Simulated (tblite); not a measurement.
C5H6O2Si.
Numbering: `[O:1]=[CH:2][O:3][C:4]1=[CH:5][SiH2:6][CH:7]=[CH:8]1` (hydrogens: H9 on C2; H10 on C5; H11, H12 on Si6; H13 on C7; H14 on C8)

Geometry (GFN2-xTB, Å), atoms numbered from 1 in this order:
```xyz
14
C5H6O2Si angstrom
O      2.932    1.000    0.143
C      2.797   -0.161   -0.102
O      1.682   -0.860   -0.225
C      0.412   -0.314   -0.078
C      0.062    0.948    0.200
Si    -1.818    1.048    0.263
C     -1.908   -0.798   -0.129
C     -0.671   -1.282   -0.262
H      3.643   -0.854   -0.269
H      0.778    1.733    0.352
H     -2.331    1.379    1.592
H     -2.384    1.888   -0.791
H     -2.778   -1.421   -0.244
H     -0.414   -2.306   -0.487
```

Calculated harmonic vibrations of the isolated species, GFN2-xTB (tblite), most abundant isotopes, no scaling. The method is semi-empirical: single wavenumbers can be off by several per cent or more. Modes of hydrogen on silicon can be 10 to 20 % off. One conformer, not necessarily the lowest.

Harmonic wavenumbers (cm⁻¹): 28.0, 145.3, 175.8, 240.3, 323.6, 330.5, 425.4, 474.5, 501.9, 548.9, 581.7, 614.3, 734.9, 747.7, 777.9, 780.2, 790.7, 839.9, 910.4, 911.6, 930.6, 1061.5, 1104.4, 1157.5, 1207.1, 1308.5, 1374.1, 1566.6, 1614.3, 1782.1, 2266.0, 2267.2, 2798.4, 3081.0, 3108.9, 3149.2.

A = 4180, B = 1120, C = 892.5 MHz; mass 126.014 u (most abundant isotopes); point group Cs, symmetry number 1.

Q: Zero-point energy?

A: Half the sum of the wavenumbers: 20330 cm⁻¹ = 58.13 kcal/mol.

Q: Give the ideal-gas entropy at 298.15 K and 1 bar in the rigid-rotor, harmonic-oscillator model (classical rotation).

A: Translation 40.43, rotation 28.73, vibration 21.17: S = 90.3 cal/(mol K).

Q: And Cp and H(298.15 K) − H(0)?

A: Cp = 32.91 cal/(mol K), of which vibrations give 24.96 (their classical limit is 36 R = 71.5); H(298.15 K) − H(0) = 5.79 kcal/mol without the zero-point energy, 3.42 from vibrations.

Q: Blend soft modes into free rotors: weight 1/[1 + (100 cm⁻¹/ν̃)⁴] for the oscillator and the rest for a rotor with moment μB/(μ + B), μ = h/(8π²ν), B = 10⁻⁴⁴ kg m². What vibrational entropy results?

A: 19.30 cal/(mol K) in place of 21.17, which changes −T·S at 298.15 K by +0.56 kcal/mol.

Q: Which modes carry the vibrational entropy at 298.15 K?

A: 28.0 cm⁻¹: 5.97; 145.3 cm⁻¹: 2.73; 175.8 cm⁻¹: 2.37; 240.3 cm⁻¹: 1.80; 323.6 cm⁻¹: 1.29; 330.5 cm⁻¹: 1.26 cal/(mol K); the other 30 give 5.75 together.

Hindered rotation and anharmonicity are outside this model. Other conformers, if any are populated, would add a mixing term that is left out.
